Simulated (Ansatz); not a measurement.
Ansatz (an electronic-structure program) input (r2SCANh/def2-TZVPD):

Ansatz 0.2 input:
```yaml
crystal:
  periodic: [false, false, false]
  atoms:
    - {symbol: Si, position_ang: [-0.18112637, -0.46248699, -0.13047367]}
    - {symbol: Cl, position_ang: [-0.01159679, 1.26837380, -1.37355098]}
    - {symbol: Cl, position_ang: [0.13147852, 0.54679237, 1.83546759]}
    - {symbol: C, position_ang: [-1.59183906, -1.39650675, -0.49653888]}
    - {symbol: C, position_ang: [1.47580295, -1.34746683, -0.25230503]}
    - {symbol: H, position_ang: [-2.55420708, -0.91919642, -0.65312554]}
    - {symbol: H, position_ang: [-1.65569428, -2.39359811, -0.06328737]}
    - {symbol: H, position_ang: [1.65097005, -1.67271222, -1.27912417]}
    - {symbol: H, position_ang: [1.45825694, -2.23019222, 0.39296991]}
    - {symbol: H, position_ang: [2.29467076, -0.70346636, 0.06967976]}
basis:
  gaussian:
    orbitals: def2-TZVPD
hamiltonian:
  xc: {name: r2SCANh}
total_charge: -1
output: {forces: true}
```

Output:

```
Functional definition: r2SCANh
integrals: 0.25 GiB planned
1438 factors; their error is unknown
mean field: 2.03 GiB planned
mean field evaluation 1: about -35069.8023 eV, gradient 6.6e1 eV
mean field evaluation 2: about -35035.4978 eV, gradient 1.0e2 eV
mean field evaluation 4: about -35080.1220 eV, gradient 8.8e0 eV
mean field evaluation 8: about -35080.3277 eV, gradient 1.1e-1 eV
mean field evaluation 16: about -35080.3300 eV, gradient 3.7e-3 eV
mean field -35080.32996924 eV, -1289.1783480678 hartree, gradient 1.7e-5 eV, S^2 0.000000; 0 other end points of the search recorded, 0 dependent functions left out
the calculation of the forces begins
reference -35080.32999064 eV, -1289.1783488544 hartree; 33, 33 occupied and 221, 221 virtual orbitals, 1438 factors
Total energy: -35080.32999064 eV, -1289.1783488544 hartree
Atom 0 at    -0.181126    -0.462487    -0.130474 Å, force     0.152376     0.089953    -0.000888 eV/Å
Atom 1 at    -0.011597     1.268374    -1.373551 Å, force    -0.022559    -0.145968     0.123485 eV/Å
Atom 2 at     0.131479     0.546792     1.835468 Å, force    -0.028748    -0.069540    -0.159111 eV/Å
Atom 3 at    -1.591839    -1.396507    -0.496539 Å, force     0.028731     0.047534     0.013898 eV/Å
Atom 4 at     1.475803    -1.347467    -0.252305 Å, force    -0.099074     0.062723     0.015131 eV/Å
Atom 5 at    -2.554207    -0.919196    -0.653126 Å, force    -0.005755    -0.005658     0.002382 eV/Å
Atom 6 at    -1.655694    -2.393598    -0.063287 Å, force     0.000867     0.005760     0.000009 eV/Å
Atom 7 at     1.650970    -1.672712    -1.279124 Å, force    -0.009021     0.004882     0.019704 eV/Å
Atom 8 at     1.458257    -2.230192     0.392970 Å, force    -0.002714     0.020272    -0.013561 eV/Å
Atom 9 at     2.294671    -0.703466     0.069680 Å, force    -0.014104    -0.009957    -0.001050 eV/Å
Dipole moment:     0.553006     0.082402     0.037352 e Å
```

It need not be the lowest isomer of its formula. Whether it binds its extra electron was not tested at this geometry.
